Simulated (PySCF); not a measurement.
Compound: C3H9O2Si2 (doublet state).
Geometry (GFN2-xTB, Å), atoms numbered from 1 in this order:
```xyz
16
C3H9O2Si2 angstrom
Si     2.4362   -0.0532   -0.7225
C      1.0531    0.7116    0.3364
C     -0.0282   -0.3388    0.5083
C     -1.3976    0.2535    0.9013
O     -2.1464    0.4219   -0.2679
Si    -1.5563   -0.4866   -1.4973
O     -0.2120   -1.0068   -0.7186
H      2.7744   -1.4063   -0.3042
H      3.5923    0.8406   -0.7622
H      1.4136    1.0356    1.3153
H      0.6230    1.5828   -0.1611
H      0.2889   -1.0875    1.2443
H     -1.9341   -0.4245    1.5738
H     -1.2854    1.2242    1.3914
H     -2.3724   -1.6567   -1.7762
H     -1.2566    0.3992   -2.6094
```

The hyperfine couplings belong to this conformer and change with its torsions.

The species is `[SiH2]C[C@H]1CO[SiH2]O1` [radical].

The calculation used UKS B3LYP, pcH-1 on C H O Si, non-relativistic, mean-field spin-orbit, GIAO in PySCF. The structure is a single GFN2-xTB conformer in the gas phase; no vibrational or solvent corrections. The geometry wasn't refined by DFT: couplings that depend on bond lengths, twists or pyramidal angles can differ widely from those at the functional's own minimum, by a factor of two or more for some ions and for spin on atoms past the first row. No stability test was run, so a lower SCF solution isn't excluded.

Principal values of hyperfine tensors in MHz (contact, dipolar and spin–orbit terms together), for some of the nuclei:

| atom | isotope | A1 | A2 | A3 |
| --- | --- | --- | --- | --- |
| Si1 | 29Si | -682.70 | -417.90 | -416.68 |
| H10 | 1H | 40.88 | 45.18 | 48.32 |
| H9 | 1H | 33.37 | 44.89 | 52.27 |
| H11 | 1H | 9.83 | 11.29 | 20.55 |
| O7 | 17O | -15.71 | -7.40 | -7.23 |
| C4 | 13C | 2.73 | 2.78 | 3.70 |
| C2 | 13C | -1.87 | -1.52 | 7.21 |
| C3 | 13C | -1.74 | -1.53 | -0.18 |

Question: Split each tensor into its isotropic and traceless parts, and turn a_iso into mT with g = 2.0036.

Answer: a_iso is a third of the trace, T = A − a_iso, and a(mT) = a(MHz)/(g × 13.996). The tensors hold a spin–orbit part: the run splits a_iso into a_FC + a_SO, and T includes its anisotropic share.

```json
{"atom": "Si1", "a_iso (MHz)": "-505.76", "a_FC": "-506.81", "a_SO": "1.06", "a_iso (mT)": "-18.035", "T1": "-176.94", "T2": "87.86", "T3": "89.08"}
{"atom": "H10", "a_iso (MHz)": "44.80", "a_FC": "44.80", "a_SO": "0.00", "a_iso (mT)": "1.597", "T1": "-3.91", "T2": "0.38", "T3": "3.53"}
{"atom": "H9", "a_iso (MHz)": "43.51", "a_FC": "43.49", "a_SO": "0.02", "a_iso (mT)": "1.552", "T1": "-10.14", "T2": "1.38", "T3": "8.76"}
{"atom": "H11", "a_iso (MHz)": "13.89", "a_FC": "13.89", "a_SO": "0.00", "a_iso (mT)": "0.495", "T1": "-4.06", "T2": "-2.60", "T3": "6.66"}
{"atom": "O7", "a_iso (MHz)": "-10.11", "a_FC": "-10.12", "a_SO": "0.01", "a_iso (mT)": "-0.361", "T1": "-5.60", "T2": "2.72", "T3": "2.88"}
{"atom": "C4", "a_iso (MHz)": "3.07", "a_FC": "3.07", "a_SO": "0.00", "a_iso (mT)": "0.109", "T1": "-0.34", "T2": "-0.29", "T3": "0.63"}
{"atom": "C2", "a_iso (MHz)": "1.27", "a_FC": "1.24", "a_SO": "0.03", "a_iso (mT)": "0.045", "T1": "-3.15", "T2": "-2.79", "T3": "5.94"}
{"atom": "C3", "a_iso (MHz)": "-1.15", "a_FC": "-1.15", "a_SO": "0.00", "a_iso (mT)": "-0.041", "T1": "-0.59", "T2": "-0.38", "T3": "0.97"}
```

Question: What spin density at the nucleus of H11 lies behind its contact coupling (g_N = 5.58569)?

Answer: a_FC = 800.24 MHz bohr³ × g_N × ρ(0)/(2S). With a_FC = 13.89 MHz and 2S = 1, ρ(0) = 0.003107 bohr⁻³. In magnitude that is 1.0 % of the 1/π = 0.318 of a free hydrogen atom.

Question: H8 (1H, g_N = 5.58569) isn't in the table. Its spin density at the nucleus is 0.005886 bohr⁻³. What is its contact coupling?

Answer: By the same relation, a_FC = 26.3 MHz. Its full tensor has the principal values 16.28, 27.24, 35.48 MHz.

Question: Which nucleus of the table has the largest anisotropic coupling, and what is its form?

Answer: Si1: -176.9, 87.9, 89.1 MHz (the dipolar term alone has -176.0, 87.4, 88.6), axial, in the ratio +1:+1:−2, the form that spin in one p orbital centred on that nucleus gives (the nuclear moment is negative).

Question: What first-order splitting does H9 cause when the field lies along A1, A2 or A3 of its tensor (g taken as isotropic, no quadrupole term)?

Answer: 2 lines (I = 1/2), spaced by |A_i|/(g × 13.996): 1.19, 1.60, 1.86 mT along the axes of A1, A2 and A3.
